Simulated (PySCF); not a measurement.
Start geometry of `FC1=CC=C(/C=C/Cl)C=C1` from GFN2-xTB (Å):
```
atom  x, y, z in Å
F1    -3.5900    0.0577    0.9330
C2    -2.2915   -0.0241    0.5789
C3    -1.4969    1.1057    0.6693
C4    -0.1678    1.0204    0.3069
C5     0.3788   -0.1834   -0.1454
C6     1.7712   -0.3282   -0.5386
C7     2.6943    0.6298   -0.5270
Cl8    4.3134    0.3402   -1.0156
C9    -0.4548   -1.3026   -0.2235
C10   -1.7864   -1.2330    0.1353
H11   -1.9238    2.0322    1.0198
H12    0.4495    1.9010    0.3775
H13    2.0566   -1.3183   -0.8676
H14    2.5210    1.6480   -0.2193
H15   -0.0493   -2.2414   -0.5707
H16   -2.4320   -2.0950    0.0757
```

Q: What comes out of this run: PBE0-D3(BJ)/def2-SVP geometry optimisation, gas phase in PySCF 2.14.0?

A: 
```
atom  x, y, z in Å
F1    -2.7060    0.2539    0.5077
C2    -1.4264    0.1747    0.1521
C3    -0.6259    1.3103    0.2375
C4     0.7091    1.2259   -0.1329
C5     1.2641    0.0179   -0.5911
C6     2.6644   -0.1247   -0.9924
C7     3.5911    0.8408   -0.9825
Cl8    5.2204    0.5788   -1.4734
C9     0.4239   -1.1044   -0.6633
C10   -0.9160   -1.0359   -0.2958
H11   -1.0617    2.2454    0.5938
H12    1.3286    2.1221   -0.0620
H13    2.9699   -1.1199   -1.3300
H14    3.4010    1.8685   -0.6662
H15    0.8326   -2.0545   -1.0167
H16   -1.5707   -1.9073   -0.3512
```

The energy falls by 0.97 kcal/mol over 5 energy and gradient evaluations, the largest force component goes from 0.0182 to 3.0e-04 Eh/bohr, and the atoms move by 0.020 Å rms after alignment. The bond that changes most is F1–C2 (aryl fluorine to aromatic C–F carbon), which shortens by 0.018 Å. Bonds longer at the end by more than 0.005 Å: 14 of 16; shorter: 1. Rotational constants go from 5087, 416.0, 384.5 to 5041, 411.4, 380.3 MHz. The orientation of the end geometry is arbitrary; only internal coordinates are fixed.

The run used 174 basis functions and 38 SCF cycles in all. Time: 74 s wall; peak memory 0.82 GiB. Hardware: one thread, Arm Neoverse V1 (aarch64), shared host with 32 logical CPUs at a one-minute load of 11.

PBE0-D3(BJ)/def2-SVP frequencies: not computed here. One conformer, not necessarily the lowest.
